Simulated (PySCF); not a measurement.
Input file for PySCF: R-HF/3-21G on CH5BBrN (SMILES CB(N)Br), a point of a torsion scan.

```python
from pyscf import gto, scf, dft, mp
from pyscf.data.elements import chemcore

mol = gto.M(
    atom='''
    C    -1.14143609    0.14633784   -0.33209935
    B     0.16991912   -0.12116968    0.50916389
    N     0.13851622   -0.51836664    1.83224578
    Br    1.88461179    0.08465645   -0.29518392
    H    -1.37407665   -0.71556400   -0.95931550
    H    -1.03287001    0.99562912   -1.00487891
    H    -2.01346297    0.32560259    0.29408560
    H     0.96437453   -0.70584745    2.37872623
    H    -0.71151754   -0.65559122    2.35210554
    ''',
    basis='3-21g',
    charge=0, spin=0, verbose=3, max_memory=1800)
mf = scf.RHF(mol)
mf.conv_tol = 1e-8
mf.max_cycle = 100
mf.kernel()
if not mf.converged:
    mf = mf.newton().run(mf.mo_coeff, mf.mo_occ)
```

Predict the final total energy.

-2679.3998 hartree.
